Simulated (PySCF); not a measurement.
VOCl3, SMILES [O]=[V]([Cl])([Cl])[Cl], multiplicity 1.

Geometry optimised at PBE-D3(BJ)/def2-SVP. The spin state was assumed, not searched.

The numbers are results of HF/def2-TZVP (PySCF), not measurements.

Symmetry labels are those of the subgroup Cs that the program uses (full group C3v).

Q: List the valence orbital energies around the gap with their symmetry. (Estimate from the structure and the level; the computed values follow.)

A: 
```json
[
 {"orbital": "HOMO−7", "symmetry": "A'", "energy (eV)": "-15.23"},
 {"orbital": "HOMO−6", "symmetry": "A\"", "energy (eV)": "-15.23"},
 {"orbital": "HOMO−5", "symmetry": "A'", "energy (eV)": "-14.33"},
 {"orbital": "HOMO−4", "symmetry": "A\"", "energy (eV)": "-14.33"},
 {"orbital": "HOMO−3", "symmetry": "A'", "energy (eV)": "-14.04"},
 {"orbital": "HOMO−2", "symmetry": "A'", "energy (eV)": "-13.15"},
 {"orbital": "HOMO−1", "symmetry": "A\"", "energy (eV)": "-13.15"},
 {"orbital": "HOMO", "symmetry": "A\"", "energy (eV)": "-12.90"},
 {"orbital": "LUMO", "symmetry": "A'", "energy (eV)": "-0.80"},
 {"orbital": "LUMO+1", "symmetry": "A\"", "energy (eV)": "-0.80"},
 {"orbital": "LUMO+2", "symmetry": "A\"", "energy (eV)": "0.43"},
 {"orbital": "LUMO+3", "symmetry": "A'", "energy (eV)": "0.43"}
]
```
